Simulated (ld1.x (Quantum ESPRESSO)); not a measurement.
# iodine (I): variants of one TM potential

Base potential:

- Element: I (Z = 53)
- Generator: ld1.x (Quantum ESPRESSO) 7.5
- Type: norm-conserving Troullier–Martins (Kleinman–Bylander form)
- Functional: Wu–Cohen
- Relativity: fully relativistic
- Frozen core: [Kr] 4d10
- Valence charge: 7
- Reference configuration: 5s1 5p6
- Partial waves: 5s (bound): rc 1.45 bohr; 5p (bound): rc 1.80 bohr
- Local potential: all-electron potential smoothed inside 1.25 bohr (lloc = -2)
- Core correction: Bessel-smoothed model core, default radius (core density twice the valence density)

Open shells are filled in proportion to 2j + 1 (rel_dist='average').

Cutoffs, loose and tight: the cutoffs (Ry, on a coarse ladder) from which the occupation-weighted sum of valence levels, in a spherical-Bessel basis at the reference potential, stays within 10 and 1 mRy of its value at 400 Ry. They do not see the model core or the augmentation charge, which bear on the density cutoff. Test errors are all-electron minus pseudo excitation energies from the reference, over the configurations 5s2 5p5; 5s2 5p4; 5s2 5p3; 5s1 5p5; 5s2 5p1; 5s2 5p4.5; 5s2 5p5.3. A dash means not determined; rows that change the core or the reference have their own tests.

A true bound ghost makes a file unfit for plane-wave use even where its test errors are small: the radial tests pick states by their node count and pass the ghost by.

| change | outcome | cutoff, loose | cutoff, tight | bound ghosts | largest test error (meV) |
| --- | --- | --- | --- | --- | --- |
| base | generated | 40 Ry | 100 Ry | s, d | -71 |
| wave 5p (bound): rc 1.80 bohr becomes 5p (bound): rc 1.38 bohr | generated | 160 Ry | 230 Ry | s, d | -91 |
| wave 5p (bound): rc 1.80 bohr becomes 5p (bound): rc 1.90 bohr | generated | 35 Ry | 80 Ry | s, d | -73 |
| wave 5p (bound): rc 1.80 bohr becomes 5p (bound): rc 2.10 bohr | generated | 35 Ry | 80 Ry | s, d | -73 |
| wave 5p (bound): rc 1.80 bohr becomes 5p (bound): rc 2.26 bohr | generated | 35 Ry | 80 Ry | s, d | -80 |
| wave 5p (bound): rc 1.80 bohr becomes 5p (bound): rc 2.64 bohr | generated | 35 Ry | 80 Ry | s, d | -167 |

(1) What comes out with this change to the base: wave 5p (bound): rc 1.80 bohr becomes 5p (bound): rc 2.46 bohr?

(2) What comes out with this change to the base: wave 5p (bound): rc 1.80 bohr becomes 5p (bound): rc 1.20 bohr?

(3) What comes out with this change to the base: wave 5p (bound): rc 1.80 bohr becomes 5p (bound): rc 1.56 bohr?

Answers

(1) outcome: generated; cutoff, loose: 35 Ry; cutoff, tight: 80 Ry; bound ghosts: s, d; largest test error (meV): -114.

(2) outcome: generated; cutoff, loose: over 300 Ry; cutoff, tight: over 300 Ry; bound ghosts: p1/2, p3/2, s, d; largest test error (meV): -552.

(3) outcome: generated; cutoff, loose: 60 Ry; cutoff, tight: 120 Ry; bound ghosts: s, d; largest test error (meV): -52.

Reading the sweep of the p radius (base included, trends over the rows without a ghost): Bound ghosts are found at 1.2, 1.38, 1.56, 1.8, 1.9, 2.1, 2.26, 2.46, 2.64 bohr. Every judged row has one, so this setting neither creates nor removes them.
